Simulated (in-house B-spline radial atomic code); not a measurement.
## Ionising Au⁷⁺ with different functionals

Computed with a radial B-spline atomic code at the basis-set limit: scalar-relativistic (spin-free X2C) Hamiltonian, Fermi nucleus of rms radius 5.4371 fm, spin-polarised at highest spin, spherical fractional occupations for the functionals, the average over the highest-spin determinants for Hartree-Fock. The ionisation energy is the difference of two self-consistent energies, [Xe] 4f14 5d4 → [Xe] 4f14 5d3, without Breit or QED terms; ε is the level of the shell that loses the electron (its least bound occupied spin orbital). There is no spin-orbit coupling in this Hamiltonian.

Hybrids are left out here: with spherical fractional occupations of an open shell their exact exchange keeps a self-interaction that integer-occupation calculations don't have.

```json
{"method": "Hartree-Fock", "rung": "Hartree-Fock", "ΔSCF (eV)": "112.60", "-ε(5d) (eV)": "113.26"}
{"method": "LDA VWN5", "rung": "LDA", "ΔSCF (eV)": "113.38", "-ε(5d) (eV)": "104.82"}
{"method": "LDA PW92", "rung": "LDA", "ΔSCF (eV)": "113.37", "-ε(5d) (eV)": "104.81"}
{"method": "LDA exchange-only", "rung": "LDA", "ΔSCF (eV)": "111.86", "-ε(5d) (eV)": "103.35"}
{"method": "PBE", "rung": "GGA", "ΔSCF (eV)": "113.25", "-ε(5d) (eV)": "104.71"}
{"method": "PBEsol", "rung": "GGA", "ΔSCF (eV)": "113.26", "-ε(5d) (eV)": "104.72"}
{"method": "BLYP", "rung": "GGA", "ΔSCF (eV)": "112.93", "-ε(5d) (eV)": "104.37"}
{"method": "RPBE", "rung": "GGA", "ΔSCF (eV)": "113.21", "-ε(5d) (eV)": "104.68"}
{"method": "PW91", "rung": "GGA", "ΔSCF (eV)": "113.32", "-ε(5d) (eV)": "104.78"}
{"method": "BP86", "rung": "GGA", "ΔSCF (eV)": "113.27", "-ε(5d) (eV)": "104.72"}
{"method": "AM05", "rung": "GGA", "ΔSCF (eV)": "113.25", "-ε(5d) (eV)": "104.70"}
{"method": "OLYP", "rung": "GGA", "ΔSCF (eV)": "113.66", "-ε(5d) (eV)": "105.09"}
{"method": "TPSS", "rung": "meta-GGA", "ΔSCF (eV)": "113.26", "-ε(5d) (eV)": "104.74"}
{"method": "SCAN", "rung": "meta-GGA", "ΔSCF (eV)": "113.65", "-ε(5d) (eV)": "105.21"}
{"method": "r2SCAN", "rung": "meta-GGA", "ΔSCF (eV)": "113.67", "-ε(5d) (eV)": "105.22"}
{"method": "revTPSS", "rung": "meta-GGA", "ΔSCF (eV)": "113.28", "-ε(5d) (eV)": "104.76"}
```

How do they compare with the NIST value?

NIST lists 112 eV ± 2.1 (tabulated theory, ground level to ground level). Errors run from -0.14 to +1.67 eV; all lie within about twice that uncertainty, so the table can't rank the methods. Hartree-Fock also lacks correlation.
